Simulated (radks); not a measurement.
The numbers below are computed, except where a source is named.
Initial-state core-level shifts of the zinc ion Zn2+ when its valence configuration changes from [Ar] 3d10. Code: a radial shooting solver on a logarithmic mesh with Libxc functionals. Model: scalar-relativistic Kohn-Sham, BLYP, spin-polarised, spherical densities, finite nucleus; open shells are filled with parallel spins first; Fermi nuclear charge, rms radius 3.9283 fm. Shifts are changes of the shell-averaged eigenvalues in eV (positive: less bound); the change of the density at the nucleus, which sets a Mossbauer isomer shift, is in e/bohr^3, on a base of 2.533e+04.

valence               1s       2s       2p       3p  density at nucleus
3d9.5 4s0.5       -3.899   -4.317   -4.277   -3.710              +8.697
3d9 4p1           -9.688  -10.503  -10.419   -9.210              +2.794
3d8.5 4s0.5 4p1  -14.127  -15.465  -15.336  -13.265             +13.140
3d8 4s2          -17.504  -19.436  -19.265  -16.163             +41.682
3d9 4s1           -8.088   -8.973   -8.891   -7.620             +18.634
3d7.5 4s1.5 4p1  -23.977  -26.478  -26.253  -22.005             +37.522
3d7 4s1.5 4p1.5  -29.942  -33.075  -32.798  -27.227             +41.914
3d6.5 4s2 4p1.5  -35.591  -39.396  -39.072  -32.008             +56.744
